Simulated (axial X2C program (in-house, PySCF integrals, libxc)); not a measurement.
**Potential curves of TeS⁺, scalar-relativistic**

Computed with an in-house all-electron X2C program for linear molecules (integrals from PySCF). Spin-free means the one-electron spin-free X2C Hamiltonian. Basis: Te dyall-cv3z [11s12p8d4f1g], S dyall-av3z [9s8p3d2f] (cores contracted in-house); Gaussian nuclei, density fitting, unrestricted open shells. Masses: Te 129.906 u, S 31.972 u.

State: M_S = 1/2, Λ = 1 (beyond evenly filled blocks: π+α). Energies in eV from the fragments at the same level (Te+ + S). Fits are polynomials in 1 − R0/R over 0.85 to 1.23 times the lowest point R0.

```json
{"R (Å)": "1.8827", "BLYP": "-1.9550"}
{"R (Å)": "1.9692", "BLYP": "-3.0358"}
{"R (Å)": "2.0342", "BLYP": "-3.5303"}
{"R (Å)": "2.0991", "BLYP": "-3.8216"}
{"R (Å)": "2.1640", "BLYP": "-3.9585"}
{"R (Å)": "2.2397", "BLYP": "-3.9724"}
{"R (Å)": "2.3155", "BLYP": "-3.8731"}
{"R (Å)": "2.4129", "BLYP": "-3.6330"}
{"R (Å)": "2.5319", "BLYP": "-3.2385"}
{"R (Å)": "2.7050", "BLYP": "-2.5944"}
```

Occupations by symmetry block were frozen at the best pattern of an incomplete PBE0 search. De is counted from the lowest determinant-based energies of the atoms at the same level, without counterpoise correction. Without a current term, density functionals place determinants with orbital angular momentum somewhat too high.

Task: What are Re, ωe and De at the BLYP level?

Result: At BLYP, spin-free: Re = 2.209 Å, ωe ≈ 489 cm⁻¹, De = 3.98 eV to Te+ + S; Be follows as 0.135 cm⁻¹.
